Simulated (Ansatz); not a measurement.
Program: Ansatz. Geometries: PBE0-D4/def2-TZVP. ΔE: electronic, gas phase. CCSD(T)/CBS is the MP2 limit (def2-TZVPP, def2-QZVPP) plus CCSD(T) − MP2 in def2-TZVPP, frozen cores. This one scheme is used for every species. Elements past krypton have def2 core potentials. For Te outer-core shells are correlated without core-valence functions, which leaves a few kJ/mol of doubt a bond. One conformer a species, not always the lowest.

`[F][Al]([SiH3])[SH]` + `COC(F)[TeH]` → `C[O][Al]([F])[SH]` + `FC([SiH3])[TeH]`  (redistribution)

`[F][Al]([SiH3])[SH]`:

Cartesian coordinates in Å:
```
F -1.858 1.425 0.143
Al -0.761 0.218 0.403
Si 1.219 0.034 -1.007
S -1.191 -1.153 2.038
H 2.051 1.264 -0.899
H 2.045 -1.134 -0.597
H 0.829 -0.140 -2.433
H -2.333 -0.514 2.352
```

`COC(F)[TeH]`:

Z-matrix (Å, degrees):
```
C
O 1 1.421
H 1 1.088 2 106.5
H 1 1.092 2 111.1 3 119.4
H 1 1.096 2 110.6 3 -118.8
C 2 1.359 1 113.7 3 175.1
Te 6 2.163 2 109.3 1 -169.8
F 6 1.378 2 110.4 1 68.0
H 6 1.099 2 112.7 1 -50.4
H 7 1.655 6 91.3 2 -40.2
```

`C[O][Al]([F])[SH]`:

Z-matrix (Å, degrees):
```
C
O 1 1.399
H 1 1.094 2 109.9
H 1 1.095 2 112.4 3 120.6
H 1 1.094 2 109.9 3 -118.7
Al 2 1.665 1 139.5 3 -120.9
S 6 2.160 2 118.8 1 -179.8
F 6 1.647 2 121.8 1 0.2
H 7 1.345 6 91.8 2 -180.0
```

`FC([SiH3])[TeH]`:

Cartesian coordinates in Å:
```
F -1.267 1.148 0.780
C -0.113 0.442 0.486
Si -0.101 -0.123 -1.325
Te 0.108 -1.285 1.751
H 0.744 1.081 0.713
H 1.293 -0.483 -1.685
H -0.590 0.981 -2.190
H -0.986 -1.307 -1.472
H 0.911 -0.454 2.942
```

```json
{"species": "`[F][Al]([SiH3])[SH]`", "CCSD(T)/CBS(def2) energy (Eh)": "-1031.18548"}
{"species": "`COC(F)[TeH]`", "CCSD(T)/CBS(def2) energy (Eh)": "-521.76601"}
{"species": "`C[O][Al]([F])[SH]`", "CCSD(T)/CBS(def2) energy (Eh)": "-855.38624"}
{"species": "`FC([SiH3])[TeH]`", "CCSD(T)/CBS(def2) energy (Eh)": "-697.62294"}
```

(1) Work out ΔE.

Largest T1 diagnostic among the species: 0.013.

Answers

(1) ΔE = (-855.38624) + (-697.62294) − (-1031.18548) − (-521.76601) = -0.05769 Eh = -1.57 eV.

From PBE to PBE0 (25 % exact exchange), in def2-TZVPP and without D4, ΔE moves by −0.07 eV. The D4 term adds −0.03 eV with B3LYP and −0.01 eV with PBE0; it sums over pairs of atoms, weighted by their polarisabilities, and B3LYP, whose exchange is more repulsive, gets the larger term.

B3LYP here is the variant with VWN-RPA as its local correlation; programs differ in this.
